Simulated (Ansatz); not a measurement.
# A barrier at the coupled-cluster level

Start structure (Si2H4F2, closed shell), relaxed at PBE0-D4/def2-TZVP:

```xyz
8
angstrom
Si -1.2461 -1.3608 -0.9865
F -0.1762 -1.8504 -2.0755
F -2.0757 -0.2931 -1.8481
H 0.4445 0.6301 -0.4729
Si 0.7022 0.7016 0.9963
H -0.5841 0.9487 1.6918
H 1.6521 1.8126 1.2560
H 1.2834 -0.5889 1.4391
```

The step: SiF₂ + SiH₄ → Si₂H₄F₂ ([F][SiH]([F])[SiH3]); bonds formed: Si1–H4, Si1–Si5; bonds broken: H4–Si5. Computed with Ansatz 0.2.0 (basis: def2-TZVPP and def2-QZVPP); correlated methods freeze the cores. Extrapolation: Hartree–Fock as exp(−7.88 √X), correlation as X^−2.97. Energies below are by CCSD(T) at an estimated basis limit (MP2 extrapolated from triple and quadruple zeta, plus CCSD(T) − MP2 in triple zeta).

Q: What are the electronic barrier and the energy of the step, from the start structure to the end structure? (Judge from chemistry; the value comes from the calculation.)

A: Computed: Barrier 115.8 kJ/mol; step energy -126.8 kJ/mol (downhill); reverse barrier, their difference, 242.6 kJ/mol. Barrier and step energy count from the start structure, the reverse barrier from the end structure.

The saddle point: One imaginary mode of 514i cm⁻¹.
```json
{"pair": "Si1–H4", "start (Å)": "2.66", "saddle (Å)": "1.74", "end (Å)": "1.48"}
{"pair": "Si1–Si5", "start (Å)": "3.46", "saddle (Å)": "2.35", "end (Å)": "2.34"}
{"pair": "H4–Si5", "start (Å)": "1.49", "saddle (Å)": "1.73", "end (Å)": "3.27"}
```

Zero-point energy (harmonic, PBE0-D4): ZPE is 96.6 kJ/mol at the start and 99.4 kJ/mol at the saddle, so the barrier goes from 115.8 to 118.6 kJ/mol.

No T1 diagnostic of these runs exceeds 0.014. The restricted Hartree–Fock reference is unstable towards an unrestricted one at one or more of these structures.

Losses and insertions of silylenes and their heavier kin drive the gas-phase chemistry of silicon and germanium vapour deposition.

Labels in which every atom is bracketed show which atoms are joined, not bond orders.

For scale, one of the runs: CCSD(T)/def2-TZVPP, 202 basis functions, launched by `ansatz run in.yaml --threads 4 --pin off --events-out ev --progress --plain --max-ram 9574MiB`. Hardware: 4 CPU threads of an Intel Xeon, shared host. Wall time 66 s; peak host memory 2.5 GiB.
